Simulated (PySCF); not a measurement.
C2H4GeN2, SMILES N#C/N=[CH]\[GeH3]. Atoms are numbered in the order given.

```xyz
9

N      2.6923    -0.8928    -0.7956
C      2.0646    -0.0273    -0.3307
N      1.4746     1.0387     0.2148
C      0.2144     1.1141     0.4418
Ge    -1.1905    -0.2483     0.0778
H     -0.1160     2.0624     0.8980
H     -1.8182    -0.6219     1.4329
H     -2.2507     0.4270    -0.8107
H     -0.5599    -1.4637    -0.6105
```

Geometry optimised at B3LYP-D3(BJ)/def2-SVP. The structure was generated by enumeration; whether it is a known compound was not checked.

Two levels are set side by side: PBE/pcSseg-1 (PySCF) and KT2/pcSseg-1 (PySCF). GIAO shifts against GeH4 (⁷³Ge), NH3 (¹⁵N), TMS (¹H), TMS (¹³C) at the same level; non-relativistic, no solvent, atoms listed together averaged. Differences are taken from unrounded values.

```tsv
quantity	KT2
δ(¹⁵N) of N1 (ppm)	320.0
δ(¹³C) of C2 (ppm)	115.2
δ(¹⁵N) of N3 (ppm)	386.7
δ(¹³C) of C4 (ppm)	198.2
δ(⁷³Ge) of Ge5 (ppm)	68.5
δ(¹H) of H6 (ppm)	9.52
```

### Question
What does PBE give, and how far is it from KT2? (Estimate from the structure and the level; the computed values follow.)

### Answer

```
quantity                PBE  PBE minus KT2
--------------------  -----  -------------
δ(¹⁵N) of N1 (ppm)    350.4           30.4
δ(¹³C) of C2 (ppm)    122.0            6.8
δ(¹⁵N) of N3 (ppm)    414.3           27.6
δ(¹³C) of C4 (ppm)    214.0           15.8
δ(⁷³Ge) of Ge5 (ppm)   71.9            3.4
δ(¹H) of H6 (ppm)      9.89           0.37
```

Rough cost on one machine, each run with all the roots and properties that it gave: KT2 against PBE within a factor of 2.
